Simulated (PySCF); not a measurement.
# Rubidium: a sound run and one with changed settings

Sound run: Rb⁺ [Kr], Rb²⁺ [Ar] 3d10 4s2 4p5. Computed with PySCF 2.14 in aug-cc-pVDZ-X2C (7s6p4d, 45 functions), with the spin-free X2C one-electron Hamiltonian (Gaussian nucleus). In the sound run the correlated levels freeze [Ar] 3d10 4s2. The sound run starts from symmetry-adapted Hartree-Fock orbitals and uses a fine grid where one is needed.

A second run was set up differently.

```tsv
species	method	sound run (hartree)	changed run (hartree)	converged
Rb⁺	MP2	-2979.01186	-2979.01280	yes
Rb²⁺	MP2	-2978.00611	-2978.01012	yes
```

Ionisation energy of Rb⁺:

| method | sound run (eV) | changed run (eV) |
| --- | --- | --- |
| UHF | 27.249 | 27.249 |
| MP2 | 27.368 | 27.284 |
| SCS-MP2 | 27.359 | 27.269 |

Problem. What was changed?
A. a valence shell is frozen
B. level shift left on
C. basis contracted for another Hamiltonian
D. all electrons correlated in a valence basis

Solution. D. A valence basis has no tight correlating functions, so it recovers only part of the core correlation, and not evenly between atom and ion.
